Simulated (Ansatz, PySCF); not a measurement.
This triplet is an excited state, 1.58 eV above the relaxed singlet at the level composite: frozen-core CCSD(T) with HF/cc-pVQZ and the correlation energy extrapolated as X^-3 from cc-pVTZ and cc-pVQZ, plus CCSDT(Q) minus CCSD(T) in cc-pVDZ // PBE0-D3(BJ)/def2-TZVP (Ansatz, a program for electronic structure).

**CClF, SMILES `F[C]Cl` (excited triplet) (charge 0, multiplicity 3)**

Calculation: PBE0-D3(BJ)/def2-TZVP (PySCF).

```
Property                                                        Value
-----------------------------  --------------------------------------
highest occupied spin orbital                                -6.15 eV
dipole moment                                               0.089 e·Å
total energy                                             -597.7798 Ha
cost                           about 26 core-seconds (a rough figure)
```

Bonded distances (Å): F1–C2 1.307, C2–Cl3 1.670. Angles (°): F1–C2–Cl3 123.9.
Charge 0, spin multiplicity 3.
